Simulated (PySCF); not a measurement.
A ladder of Hamiltonians for Ge¹⁴⁺ (germanium, charge +14)

Occupied: 1s1/2, 2s1/2, 2p1/2, 2p3/2, 3s1/2, 3p1/2, 3p3/2. Hartree-Fock calculated with PySCF 2.14 in an even-tempered Gaussian basis (22 s from 0.5 bohr⁻², ratio 2.3; 16 p from 0.6 bohr⁻², ratio 2.3), Gaussian nucleus throughout. NR is non-relativistic, sf-X2C the spin-free one-electron X2C Hamiltonian, X2C adds the bare one-electron spin-orbit term, X2C-SNSO screens it by Boettger's factors, DC is four-component Dirac-Coulomb, and the Gaunt and Breit terms are added at first order (total energies over the DC spinors, levels after relaxing the spinors in that mean field). QED terms are absent. Levels marked empty are virtual spinors of this ion; the basis has s and p functions only, so 3d, which can lie below the n = 4 levels, is absent.

```csv
Hamiltonian,E (hartree),E − E(DC) (hartree),CPU seconds
NR,-1984.5290,22.4380,0.84
sf-X2C,-2006.5455,0.4216,0.5
X2C,-2006.6402,0.3269,0.78
X2C-SNSO,-2006.6285,0.3385,0.8
DC,-2006.9671,0.0000,31
DC+Gaunt,-2005.9269,1.0402,59
DC+Breit,-2006.0225,0.9446,170
```

**Question.** Give the 3p spin-orbit interval with each Hamiltonian that has one.

**Answer.** X2C 6.655; X2C-SNSO 6.232; DC 6.163; DC+Gaunt 6.035; DC+Breit 6.035 (eV).

| level (eV) | NR | sf-X2C | X2C | X2C-SNSO | DC | DC+Gaunt | DC+Breit |
| --- | --- | --- | --- | --- | --- | --- | --- |
| 1s1/2 | -11493.8 | -11645.5 | -11645.3 | -11645.3 | -11651.5 | -11635.5 | -11636.5 |
| 2s1/2 | -1889.3 | -1924.2 | -1924.2 | -1924.2 | -1924.8 | -1923.5 | -1923.6 |
| 2p1/2 | -1728.7 | -1736.2 | -1759.8 | -1758.3 | -1758.3 | -1756.2 | -1756.4 |
| 2p3/2 | -1728.7 | -1736.2 | -1724.8 | -1725.5 | -1726.0 | -1724.4 | -1724.7 |
| 3s1/2 | -587.53 | -595.37 | -595.35 | -595.35 | -595.46 | -595.24 | -595.26 |
| 3p1/2 | -527.86 | -529.96 | -534.45 | -534.16 | -534.16 | -533.77 | -533.82 |
| 3p3/2 | -527.86 | -529.96 | -527.79 | -527.93 | -528.00 | -527.74 | -527.79 |
| 4s1/2 (empty) | -246.97 | -249.31 | -249.30 | -249.30 | -249.33 | -249.27 | -249.27 |
| 4p1/2 (empty) | -228.18 | -228.94 | -230.17 | -230.09 | -230.09 | -229.98 | -230.00 |
| 4p3/2 (empty) | -228.18 | -228.94 | -228.35 | -228.38 | -228.40 | -228.32 | -228.34 |

Weight of the small component: 1s1/2 0.0134, 2s1/2 0.00265, 2p1/2 0.00261, 2p3/2 0.00256, 3s1/2 0.000775, 3p1/2 0.000734, 3p3/2 0.000724, 4s1/2 0.000287, 4p1/2 0.000272, 4p3/2 0.000269.

Koopmans' value for the highest occupied level at DC+Breit: 527.79 eV, against an ionisation energy of 527.9 ± 1.6 eV (semi-empirical (NIST evaluation); NIST Atomic Spectra Database, ionization energies); the former lacks relaxation, correlation, QED and recoil.

The whole ladder took 270 s of wall time on 1 thread of Neoverse-N1 (shared host), launched as `OMP_NUM_THREADS=1 python relrun2.py TASK.json OUT` (a driver that calls PySCF for each Hamiltonian).
